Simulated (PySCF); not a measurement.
An unknown is described by computed data only.

Formula: C4H4BF3O2.

- Rotational structure: rotational constants A, B, C: 2.805, 0.925, 0.797 GHz [PBE0-D3(BJ)/def2-SVP]
- NMR, other nuclei: isotropic shieldings of nuclei other than C and H, by class: 95 (1 B), 35 (1 O), 60 (1 O), 266 (3 F) ppm [GIAO PBE0/pcSseg-1]
- UV, first state: lowest singlet excitation: 3.19 eV (389 nm, f = 0.024) [TDDFT PBE0/def2-SVPD]
- 13C NMR: chemical shifts (computed TMS as zero) by class: 189.5 (1 C), 182.4 (1 C), 122.4 (1 C), 97.2 (1 C) ppm [GIAO PBE0/pcSseg-1]
- Polarisability: 71.9 au [PBE0/def2-SVPD]
- UV, strongest line: among the 10 lowest singlet transitions: S3 at 5.81 eV (214 nm, f = 0.203) [TDDFT PBE0/def2-SVPD]

Gas-phase values; electronic properties from PySCF, density fitting. Levels stand in brackets. Geometry: PBE0-D3(BJ)/def2-SVP; no solvent, vibrations or thermal averaging. NMR values are class means; diastereotopic atoms form classes of their own.

Q: Propose a structure and show how it fits.

A: Numbering: `[F:1][C:2]([F:3])([F:4])[C:5]1=[O+:6][BH2-:7][O:8][CH:9]=[CH:10]1`. 4 carbons fall into 4 classes; from least to most shielded: vinylic carbon bearing oxygen [C9] (189.5 ppm), carbon bonded to 2 C and O [C5] (182.4 ppm), CF3 carbon [C2] (122.4 ppm), alkene CH carbon [C10] (97.2 ppm). The other shieldings belong to: 95 ppm, four-coordinate boron [B7]; 35 ppm, boron-bound oxygen [O8]; 60 ppm, oxygen bonded to B and C [O6]; 266 ppm, fluorine of a CF3 group [F1/F3/F4]. S1 is mainly HOMO→LUMO (weight 0.98); the largest Löwdin shares of the orbital it empties are 0.19 on the alkene CH carbon, 0.17 on the four-coordinate boron, 0.15 on the boron-bound oxygen and 0.15 on the oxygen bonded to B and C, of the orbital it fills 0.25 on the carbon bonded to 2 C and O, 0.24 on the vinylic carbon bearing oxygen, 0.16 on the oxygen bonded to B and C and 0.15 on the boron-bound oxygen. By its constants the optimised geometry is an asymmetric top. Structure: `FC(F)(F)C1=[O+][BH2-]OC=C1`. The assignments are read from this structure; whether some other isomer fits the data as well wasn't checked.

The values belong to the conformer `[F:1][C:2]([F:3])([F:4])[C:5]1=[O+:6][BH2-:7][O:8][CH:9]=[CH:10]1`: F1–C2–C5–O6 -2°.
